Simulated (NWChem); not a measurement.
Species: AlH anion, doublet; SMILES of the neutral closed-shell parent [AlH]

Program: NWChem. Spin-unrestricted. The state is orbitally degenerate and is run as one real component. Sets without diffuse functions describe the anion's extra electron poorly. The spin multiplicity was typed, not searched, and may not be the lowest. No stability test was run on the SCF state. The highest occupied level is positive, so the extra electron may be held by the finite basis. The level has its own optimisation; frequencies are unscaled.

Q: What does the run give for CAM-B3LYP/def2-SVP? Quantities: r Al–H (Å); highest harmonic frequency (cm⁻¹); zero-point energy (kcal/mol).

A: 
| Quantity | Value |
|---|---|
| r Al–H (Å) | 1.690 |
| highest harmonic frequency (cm⁻¹) | 1515 |
| zero-point energy (kcal/mol) | 2.2 |
